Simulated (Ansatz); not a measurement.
`[F][In]([Cl])[Cl]` + CH₃NH₂ → `C[NH][In]([Cl])[Cl]` + H–F at 500 K and 1 bar (ligand exchange at the In–F bond).

Calculated with Ansatz (gas phase, PBE0-D4/def2-TZVP geometries, no zero-point term in ΔE). CBS: MP2 limit from def2 TZ/QZ plus the TZ coupled-cluster correction, frozen cores. This one scheme is used for every species. Elements past krypton have def2 core potentials. For In outer-core shells are correlated without core-valence functions, which leaves a few kJ/mol of doubt a bond. One conformer a species, not always the lowest.

```tsv
species	CCSD(T)/CBS energy (Eh)	H − E (kJ/mol)	S (J/(mol·K))
`[F][In]([Cl])[Cl]`	-1209.28900	43.5	379.5
CH₃NH₂	-95.75281	191.8	270.3
`C[NH][In]([Cl])[Cl]`	-1204.63611	195.0	459.8
H–F	-100.39570	39.4	188.7
```

H − E and S are ideal-gas, rigid-rotor, harmonic terms from PBE0-D4/def2-TZVP, for one conformer and one mirror image of each species. 1 Eh = 2625.50 kJ/mol, R = 8.31446 J/(mol·K).

Problem. By hand: ΔE, ΔH, ΔS and ΔG.

Solution. ΔE = (-1204.63611) + (-100.39570) − (-1209.28900) − (-95.75281) = 0.01000 Eh = 26.3 kJ/mol. Δ(H − E) = 195.0 + 39.4 − 43.5 − 191.8 = -0.9, so ΔH = 25.4 kJ/mol. ΔS = 459.8 + 188.7 − 379.5 − 270.3 = -1.3 J/(mol·K). ΔG = 25.4 − 500 × (-1.3)/1000 = 26.0 kJ/mol.

Problem. By hand: the equilibrium constant, and the temperature at which ΔG would vanish if ΔH and ΔS stayed fixed.

Solution. log₁₀ K = −ΔG/(RT ln 10) = -2.7. ΔH and −TΔS have one sign here, so there is no such temperature. One of them is within its doubt of zero, so this could turn.

The number of gas molecules stays the same, so ΔS is small and ΔH decides. A doubt of 5 kJ/mol in ΔE shifts log₁₀ K by 0.5 here. Other conformers and mirror images would add mixing entropy, several J/(mol·K) or more a flexible species. These are equilibria of isolated gas molecules and say nothing of rates. Largest T1 diagnostic: 0.014 (customary marks: 0.02 for closed shells, 0.045 for open ones).
